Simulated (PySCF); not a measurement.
Electron correlation in Dy⁵⁷⁺ (dysprosium, charge +57)

Starting occupation: [He] 2s2 2p5, 2p1/2 with m_j = -1/2, +1/2, 2p3/2 with m_j = -1/2, +1/2, +3/2. All numbers are calculated (PySCF 2.14, X2C-1e with screened-nucleus spin-orbit coupling, Gaussian nucleus, in an even-tempered Gaussian basis (17 s from 38 bohr⁻², ratio 2.4; 13 p from 50 bohr⁻², ratio 2.4; 5 d from 170 bohr⁻², ratio 2.6; 4 f from 260 bohr⁻², ratio 2.6)). Frozen: nothing; 9 electrons correlated; the 30 highest virtual spinors left out.

MP2 pair energies summed by pair of shells (mhartree):

| pair | energy | share (%) |
| --- | --- | --- |
| 2p1/2-2p3/2 | -81.01 | 21.8 |
| 2p3/2-2s1/2 | -57.20 | 15.4 |
| 1s1/2-1s1/2 | -52.12 | 14.0 |
| 2p3/2-2p3/2 | -50.43 | 13.6 |
| 2p1/2-2s1/2 | -34.45 | 9.3 |
| 2p1/2-2p1/2 | -24.74 | 6.7 |
| 1s1/2-2p3/2 | -23.36 | 6.3 |
| 1s1/2-2p1/2 | -19.60 | 5.3 |
| 1s1/2-2s1/2 | -15.00 | 4.0 |
| 2s1/2-2s1/2 | -13.69 | 3.7 |

Total MP2 correlation energy: -371.59 mhartree.

At this charge the one-electron X2C treatment keeps the bare 1/r₁₂, with no two-electron picture change or Breit term. That inflates the 1s pair energies well beyond their four-component values.
